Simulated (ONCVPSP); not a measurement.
**Varying the ONCV potential for phosphorus (P)**

Base potential:

```json
{
 "Element": "phosphorus",
 "Generator": "ONCVPSP 4.0.1",
 "Type": "optimised norm-conserving Vanderbilt (ONCV)",
 "Functional": "PBE",
 "Relativity": "scalar-relativistic",
 "Frozen core": "[He]",
 "Valence charge": "13",
 "Reference configuration": "2s2 2p6 3s2 3p1 (charge +2)",
 "Partial waves": "2s+3s: rc 1.00 bohr, ncon 3, nbas 7, qcut 12.8 1/bohr, 3 projectors, debl 2.9 Ha; 2p+3p: rc 0.85 bohr, ncon 5, nbas 8, qcut 13.4 1/bohr, 2 projectors; d scattering state at 0.24 Ha: rc 0.85 bohr, ncon 4, nbas 7, qcut 12.1 1/bohr, local",
 "Local potential": "the d channel",
 "Core correction": "Teter function, fcfact 4.75, rcfact 1.5"
}
```

Cutoffs, loose and tight: the cutoffs (Ha) at which the residual kinetic energy of the hardest occupied pseudo-wave falls to 1 and 0.1 mHa per electron. They do not see the model core or the augmentation charge, which bear on the density cutoff. Test errors are all-electron minus pseudo excitation energies from the reference, over the configurations 2s2 2p6 3s2 3p3; 2s2 2p6 3s2 3p2; 2s2 2p6 3s2 3p0; 2s2 2p5 3s2 3p3. A dash means not determined; rows that change the core or the reference have their own tests.

```tsv
change	outcome	cutoff, loose	cutoff, tight	bound ghosts	GHOST(+) flags above zero	largest test error (meV)
base	generated	226 Ha	274 Ha	none	none	+476
core correction Teter function, fcfact 1.5, rcfact 1.5	generated	226 Ha	274 Ha	none	none	+471
core correction Teter function, fcfact 2, rcfact 1.5	generated	226 Ha	274 Ha	none	none	+473
core correction Teter function, fcfact 2.8, rcfact 1.5	generated	226 Ha	274 Ha	none	none	+473
core correction Teter function, fcfact 3.6, rcfact 1.5	generated	226 Ha	274 Ha	none	none	+476
core correction Teter function, fcfact 4, rcfact 1.5	generated	226 Ha	274 Ha	none	none	+476
core correction Teter function, fcfact 5, rcfact 1.5	generated	226 Ha	274 Ha	none	none	+476
core correction Teter function, fcfact 5.4, rcfact 1.5	generated	226 Ha	274 Ha	none	none	+479
core correction Teter function, fcfact 6.2, rcfact 1.5	generated	226 Ha	274 Ha	none	none	+479
core correction Teter function, fcfact 6.9, rcfact 1.5	generated	226 Ha	274 Ha	none	none	+479
core correction Teter function, fcfact 7.6, rcfact 1.5	generated	226 Ha	274 Ha	none	none	+479
```

Reading the sweep of the fcfact (base included, trends over the rows without a ghost): The loose cutoff stays near 226 Ha. The median size of the test errors (rows with all tests solved) stays near 2.6 meV.
